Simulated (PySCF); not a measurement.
A species of formula C2H8OSi2 has this rotational fingerprint, computed with PySCF, PBE0-D3(BJ)/def2-SVP geometry optimisation, gas phase:

| Quantity | Value |
| --- | --- |
| Rotational constants | A = 4776, B = 3128, C = 2068 MHz |
| Dipole components | \|μa\| = 0.00 D, \|μb\| = 1.90 D, \|μc\| = 0.00 D |
| Inertial defect | -22.99 u·Å² |
| κ | -0.22 |

Question: Which candidate fits, each taken in the one conformer that was computed?
A. `[CH2:1]1[CH2:2][SiH2:3][O:4][SiH2:5]1` with Si5–C1–C2–Si3 -34°, C1–C2–Si3–O4 28°, C2–Si3–O4–Si5 -9°, Si3–O4–Si5–C1 -8°
B. `[SiH3:1][O:2][SiH:3]1[CH2:4][CH2:5]1` with Si1–O2–Si3–C4 30°
C. `[CH3:1][C:2](=[O:3])[SiH2:4][SiH3:5]` with C1–C2–Si4–Si5 -108°

Answer: A. It is C1C[SiH2]O[SiH2]1, an asymmetric top, point group C2. The candidates at the same level (rigid rotor, commonest isotopes):

| SMILES | A (MHz) | B (MHz) | C (MHz) | μa (D) | μb (D) | μc (D) | Δ (u·Å²) | point group | rotor |
| --- | --- | --- | --- | --- | --- | --- | --- | --- | --- |
| [SiH3]O[SiH]1CC1 | 7209 | 1658 | 1547 | 0.05 | 0.37 | 0.01 | -48.24 | – | near-prolate asymmetric top |
| C1C[SiH2]O[SiH2]1 | 4776 | 3128 | 2068 | 0.00 | 1.90 | 0.00 | -22.99 | C2 | asymmetric top |
| CC(=O)[SiH2][SiH3] | 4909 | 1559 | 1477 | 0.07 | 1.85 | 1.31 | -84.81 | C1 | near-prolate asymmetric top |

`CC(=O)[SiH2][SiH3]` has B 50 % too low; `[SiH3]O[SiH]1CC1` has A 51 % too high. In the right answer the symmetry axis of this C2 structure is b, so μa and μc vanish by symmetry. No structure here is proved a minimum.
